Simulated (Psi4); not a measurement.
Li2, charge +1, doublet, geometry from GFN2-xTB (such geometries of metal compounds can be far from the true shape) (a state made from the parent by changing its charge; the spin is typed, not shown lowest). Base run: Psi4 with HF/6-31G*.

Psi4 was given this input:
```
memory 2 GB

molecule {
1 2
Li   -0.00000000   -0.00000000   -1.37032182
Li    0.00000000    0.00000000    1.37032182
}

set {
  basis 6-31g*
  reference uhf
}

energy('scf')
print_variables()
```

Variants of this job, named by their change:

| change | ΔE vs base (mEh) | SCF cycles | basis functions |
|---|---|---|---|
| base | 0.000 | 7 | 30 |
| df_basis_scf = def2-universal-jkfit | 0.000 | 7 | 30 |
| e_convergence = 1e-8 | 0.000 | 7 | 30 |
| guess = sapgau | 0.000 | 7 | 30 |
| scf_type = dfdirj+link | -0.003 | 7 | 30 |
| e_convergence = 1e-4 | 0.000 | 7 | 30 |
| damping_percentage = 20 | 0.001 | 19 | 30 |
| d_convergence = 1e-4 | 0.000 | 6 | 30 |
| d_convergence = 1e-10 | 0.000 | 10 | 30 |
| scf_type = direct | 0.002 | 9 | 30 |
| scf_type = out_of_core | 0.002 | 7 | 30 |
| level_shift = 0.3 | 0.000 | 7 | 30 |
| guess = sap | 0.000 | 7 | 30 |

Open shells are given as the SCF converged; they aren't shown to be the lowest states, and a large step between rows can be another state.
